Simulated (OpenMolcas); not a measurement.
**2s² 2p² along the 6-electron sequence**

* Program: OpenMolcas 26.06
* Method: RASSCF
* Basis: ANO-R3
* Scalar Hamiltonian: X2C, finite nucleus
* Spin-orbit coupling: RASSI with atomic mean-field integrals over the reference wave functions, term energies averaged over their components

Active space for each ion: 2 electrons in 9 orbitals (RAS2 2p; RAS3 3s 3d, at most 1 electron).

Computed levels in cm-1 above ³P₀:

```tsv
Level	N+	O2+	F3+	Ne4+
³P₁	47.1	110	220	399
³P₂	140	326	647	1160
¹D₂	17793	22805	27831	32970
¹S₀	43844	56214	68461	80790
weight of ³P in the lowest level (%)	100	100	100	100
```

Measured, with the error of the calculation in %. Measured levels: N+ from NIST Handbook of Basic Atomic Spectroscopic Data; O2+ from Moore, Selected Tables of Atomic Spectra, NSRDS-NBS 3, section 11; F3+ from Moore, Atomic Energy Levels, vol. I, NSRDS-NBS 35 (1971 reprint of NBS Circular 467, 1949); Ne4+ from NIST levels in Podobedova, Fuhr, Reader and Wiese, J. Phys. Chem. Ref. Data 33, 525 (2004).

| Level | N+ | O2+ | F3+ | Ne4+ |
| --- | --- | --- | --- | --- |
| ³P₁ | 48.7 (-3.1) | 113 (-2.8) | 225 (-2.2) | 412 (-3.2) |
| ³P₂ | 131 (+7.4) |  | 613 (+5.5) | 1110 (+4.5) |
| ¹D₂ | 15316 (+16.2) | 20273 (+12.5) | 25241 (+10.3) | 30292 (+8.8) |
| ¹S₀ | 32689 (+34.1) | 43186 (+30.2) | 53544 (+27.9) | 63914 (+26.4) |

The fine-structure level ³P₂ changes by a factor of 8.29 from N+ to Ne4+. Its fourth root runs 3.44, 4.25, 5.04, 5.84, with steps per unit of Z of 0.81, 0.79, 0.79; equal steps would mean a (Z - σ)^4 law with constant σ.

¹D₂ changes by a factor of 1.85 over the same range, with steps per unit of Z of +5010, +5030, +5140 cm-1.

With the s shell closed, the reference lacks s² → p² mixing. Without dynamic correlation excited terms often stand tens of per cent too high (terms of higher spin than the ground term too low), and those without a measured partner can miss by more than the paired ones (holds for N+). No level of 2s² 2p 3d was computed, though it lies in the active space (holds for N+). Measured partners are found by configuration, term and J. A level has none where our copy of the source lacks it or the pairing is in doubt (some pairs that miss far off the trend of their configuration count as doubtful), and it then counts in no deviation. Levels of configurations outside the active space are missing.
